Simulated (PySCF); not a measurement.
Work out the structure from these simulated measurements.

Formula: CH7F3NPSi2.

| Quantity | Value |
| --- | --- |
| 13C NMR | chemical shifts (computed TMS as zero) by class: 133.4 (1 C) ppm [GIAO PBE0/pcSseg-1] |
| Rotational structure | rotational constants A, B, C: 1.306, 0.908, 0.663 GHz [PBE0-D3(BJ)/def2-SVP] |
| UV, strongest line | among the 10 lowest singlet transitions: S4 at 7.30 eV (170 nm, f = 0.198) [TDDFT wB97X-D/def2-SVPD] |
| XPS | Si2p3/2 107.4, Si2p3/2 107.4, P2p3/2 136.6, C1s 297.1, N1s 404.7, F1s 693.6 (×3), Si1s 1847.2, Si1s 1847.3, P1s 2150.1 eV [ΔSCF SCAN, pcX-2 on the ionised atom, pcseg-1 elsewhere, spin-free X2C, 2p3/2 from a spin–orbit splitting computed afterwards within the 2p shell] |
| 1H NMR | chemical shifts (computed TMS as zero) by class: 4.88 (1 H), 4.62 (3 H), 1.95 (2 H), 0.20 (1 H) ppm [GIAO PBE0/pcSseg-1] |
| UV, first state | lowest singlet excitation: 6.38 eV (194 nm, f = 0.004) [TDDFT wB97X-D/def2-SVPD] |
| Valence photoelectron | vertical ionisation energy: 9.71 eV [ΔSCF wB97X-D/def2-SVPD] |

Electronic properties: PySCF, gas phase, density fitting. Levels stand in brackets. One conformer (not necessarily the lowest) at the PBE0-D3(BJ)/def2-SVP geometry, without solvent, vibrations or thermal averaging. NMR classes are plain means over equivalent atoms (diastereotopic ones count apart unless rotation or inversion swaps them), as if these changed places fast.

Q: Give a SMILES that accounts for the data.

A: Numbering: `[F:1][C:2]([F:3])([F:4])[Si@H:5]([PH2:6])[NH:7][SiH3:8]`. The one carbon: CF3 carbon [C2] (133.4 ppm). Hydrogen classes from least to most shielded: 1 H on an SiH silicon, Si5 (4.88 ppm), 3 H on an SiH3 silicon, Si8 (4.62 ppm), 2 H on a three-coordinate phosphorus, P6 (1.95 ppm, a mean of values up to 0.6 ppm apart in this geometry), 1 H on a nitrogen bridging silicon atoms, N7 (0.20 ppm). The core levels belong to: Si2p3/2 107.4 eV, SiH3 silicon [Si8]; Si2p3/2 107.4 eV, SiH silicon [Si5]; P2p3/2 136.6 eV, three-coordinate phosphorus [P6]; C1s 297.1 eV, CF3 carbon [C2]; N1s 404.7 eV, nitrogen bridging silicon atoms [N7]; F1s 693.6 eV, fluorine of a CF3 group [F1/F3/F4]; Si1s 1847.2 eV, SiH3 silicon [Si8]; Si1s 1847.3 eV, SiH silicon [Si5]; P1s 2150.1 eV, three-coordinate phosphorus [P6]. One atom of each topological class was ionised and stands for its class. The first electron is taken from the HOMO, whose largest Löwdin shares are 0.36 on the three-coordinate phosphorus, 0.20 on the nitrogen bridging silicon atoms, 0.12 on the SiH silicon and 0.08 on the CF3 carbon. The optimised geometry has point group C1 and is an asymmetric top. Structure: `FC(F)(F)[Si@H](P)N[SiH3]`. The assignments are read from this structure; whether some other isomer fits the data as well wasn't checked. The mirror image fits equally.

Conformer computed: `[F:1][C:2]([F:3])([F:4])[Si@H:5]([PH2:6])[NH:7][SiH3:8]`: F1–C2–Si5–P6 -56°, C2–Si5–N7–Si8 76°, H–P6–Si5–C2 -38°, H–P6–Si5–C2 55°.
